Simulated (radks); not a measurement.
Question: Valence configurations of Sn (all share [Kr]). Method: Dirac Kohn-Sham, PBE, spin-unpolarised, spherical densities, point nucleus; open shells are shared between the two j in proportion to 2j + 1; computed with a radial shooting solver on a logarithmic mesh with Libxc functionals. Order these by energy: 4d9.5 5s2 5p2.5; 4d8 5s1 5p5; 4d10 5s1.5 5p2.5; 4d10 5s1 5p3; 4d10 5s2 5p2; 4d8 5s2 5p4; 4d9.5 5s1.5 5p3; 4d9 5s2 5p3; 4d9 5s1 5p4; 4d10 5p4.

Answer: From the lowest, in eV above it: 4d10 5s2 5p2 0.000; 4d10 5s1.5 5p2.5 3.450; 4d10 5s1 5p3 6.960; 4d9.5 5s2 5p2.5 11.637; 4d10 5p4 14.147; 4d9.5 5s1.5 5p3 15.297; 4d9 5s2 5p3 24.434; 4d9 5s1 5p4 32.207; 4d8 5s2 5p4 53.516; 4d8 5s1 5p5 62.038. NIST lists [Kr] 4d10 5s2 5p2 as the ground configuration; this level of theory agrees among the configurations tried. The energies are those of spherical spin-averaged densities, not of single terms.
